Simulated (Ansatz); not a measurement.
C3H10Si2 (`C=C([SiH3])C[SiH3]`), 15 atoms. The species carries charge 0 and has multiplicity 1. All runs use 4 threads of a server CPU on a shared host. Correlated methods freeze the cores.

(1) Give the basis size and wall time and peak host memory of each of these runs in Ansatz. RKS PBE0-D4/def2-TZVP relaxation (13 steps); RKS PBE0-D4/def2-QZVPP energy; RHF-CCSD(T)/def2-TZVPP energy; RHF-MP2/def2-QZVPP energy; RKS ωB97M-V/def2-QZVPP energy; RKS PBE0-D4/def2-TZVP frequencies; RKS ωB97M-V/def2-TZVPP energy and forces; RKS PBE0-D4/def2-SVP energy; RHF-CCSD(T)/def2-SVP energy; direct RPA on PBE orbitals/def2-TZVPP energy; RKS r2SCAN-D4/def2-TZVPP energy and forces; RKS CAM-B3LYP-D4/def2-TZVPP energy. (An estimate is asked.)

## Answers

(1) The calculation gave: Other jobs shared the machine, so times are rough.

```json
{"level": "RKS PBE0-D4/def2-SVP", "job": "energy", "functions": "128", "wall time": "1.2 s", "peak host memory (GiB)": "0.34"}
{"level": "direct RPA on PBE orbitals/def2-TZVPP", "job": "energy", "functions": "317", "wall time": "7.5 s", "peak host memory (GiB)": "0.99"}
{"level": "RKS CAM-B3LYP-D4/def2-TZVPP", "job": "energy", "functions": "317", "wall time": "7.5 s", "peak host memory (GiB)": "1.2"}
{"level": "RKS r2SCAN-D4/def2-TZVPP", "job": "energy and forces", "functions": "317", "wall time": "8.5 s", "peak host memory (GiB)": "0.56"}
{"level": "RHF-CCSD(T)/def2-SVP", "job": "energy", "functions": "128", "wall time": "10 s", "peak host memory (GiB)": "0.78"}
{"level": "RKS PBE0-D4/def2-QZVPP", "job": "energy", "functions": "611", "wall time": "13 s", "peak host memory (GiB)": "2.7"}
{"level": "RKS ωB97M-V/def2-TZVPP", "job": "energy and forces", "functions": "317", "wall time": "19 s", "peak host memory (GiB)": "1.5"}
{"level": "RKS ωB97M-V/def2-QZVPP", "job": "energy", "functions": "611", "wall time": "31 s", "peak host memory (GiB)": "3.3"}
{"level": "RHF-MP2/def2-QZVPP", "job": "energy", "functions": "611", "wall time": "37 s", "peak host memory (GiB)": "5.4"}
{"level": "RKS PBE0-D4/def2-TZVP", "job": "relaxation (13 steps)", "functions": "227", "wall time": "55 s", "peak host memory (GiB)": "0.75"}
{"level": "RKS PBE0-D4/def2-TZVP", "job": "frequencies", "functions": "227", "wall time": "6.5 min", "peak host memory (GiB)": "0.79"}
{"level": "RHF-CCSD(T)/def2-TZVPP", "job": "energy", "functions": "317", "wall time": "9.3 min", "peak host memory (GiB)": "4.5"}
```
